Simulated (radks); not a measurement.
Q: Radial electron density D(r) = 4 pi r^2 rho(r) of an atom or ion with 60 electrons. Calculated with a radial shooting solver on a logarithmic mesh with Libxc functionals: Dirac Kohn-Sham, LDA (Slater exchange, Perdew-Wang correlation), spin-unpolarised, spherical densities, point nucleus.

| r (bohr) | D(r) (e/bohr) |
|---|---|
| 0.002053 | 10.93 |
| 0.00239 | 13.77 |
| 0.002782 | 17.23 |
| 0.003239 | 21.39 |
| 0.00377 | 26.32 |
| 0.004389 | 32.04 |
| 0.00511 | 38.53 |
| 0.005949 | 45.68 |
| 0.006925 | 53.28 |
| 0.008062 | 60.98 |
| 0.009461 | 68.67 |
| 0.01101 | 74.97 |
| 0.01282 | 79.64 |
| 0.01493 | 82.16 |
| 0.01738 | 82.28 |
| 0.02023 | 80.24 |
| 0.02355 | 76.89 |
| 0.02742 | 73.72 |
| 0.03192 | 72.58 |
| 0.03716 | 75.04 |
| 0.04326 | 81.65 |
| 0.05036 | 91.18 |
| 0.05863 | 100.6 |
| 0.06825 | 106.0 |
| 0.07945 | 104.5 |
| 0.0925 | 96.53 |
| 0.1077 | 86.17 |
| 0.1254 | 79.64 |
| 0.1459 | 80.93 |
| 0.1699 | 87.97 |
| 0.1978 | 92.91 |
| 0.2303 | 87.76 |
| 0.2681 | 71.39 |
| 0.3121 | 51.49 |
| 0.3633 | 38.53 |
| 0.4229 | 36.77 |
| 0.4923 | 41.11 |
| 0.5732 | 42.81 |
| 0.6673 | 37.66 |
| 0.7768 | 28.13 |
| 0.9043 | 19.19 |
| 1.053 | 13.55 |
| 1.235 | 10.57 |
| 1.438 | 8.679 |
| 1.674 | 6.611 |
| 1.949 | 4.437 |
| 2.269 | 2.658 |
| 2.642 | 1.538 |
| 3.075 | 0.9664 |
| 3.58 | 0.6747 |
| 4.168 | 0.4655 |
| 4.852 | 0.2796 |
| 5.649 | 0.1353 |
| 6.576 | 0.05033 |
| 7.656 | 0.01387 |
| 8.912 | 0.002730 |
| 10.38 | 0.0003693 |

What is the nuclear charge?

A: Z = 61. The innermost maximum, from 1s, lies near gamma/Z bohr with gamma = sqrt(1 - (Z/c)^2) = 0.895, here 0.0147 bohr (found: 0.0162), and its height grows with Z. The density is that of the promethium ion Pm+ in [Kr] 4d10 4f5 5s1.5 5p6 6s1.5; the configuration itself is not fixed sharply by these data, and Z only to a few units. D(r) has 4 maxima, at r = 0.0162, 0.0716, 0.199, 0.555 bohr, and minima at 0.0314, 0.132, 0.400 bohr, inside which lie 2.02, 11.16, 29.15 electrons.
